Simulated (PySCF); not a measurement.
# Dipole response of Zr⁺ (zirconium, charge +1)

[Kr] 4d2 5s1, high-spin 4F determinant. All numbers are calculated (PySCF 2.14, the spin-free X2C one-electron Hamiltonian (Gaussian nucleus), in aug-cc-pVTZ-DK (9s8p6d3f2g, 102 functions)). Coupled (time-dependent) response in atomic units; α is the mean over directions.

```json
{"method": "PBE0", "mean α (bohr³)": "60.88", "C₆ (like pair)": "522.1", "S(−4)": "2363"}
```

S(−4) is the Cauchy moment in α(ω) = α(0) + S(−4) ω² + …

Spin-orbit coupling is absent.

α(iu) at PBE0:

```csv
u (hartree),α(iu) (bohr³)
0,60.88
0.0500,55.58
0.100,44.62
0.200,26.88
0.300,17.82
0.500,10.21
0.750,6.495
1.00,4.646
1.50,2.770
2.00,1.836
3.00,0.9636
5.00,0.3944
```

For an ion, C₆ is the dispersion term alone; charge-induced terms of lower order in 1/R come first.
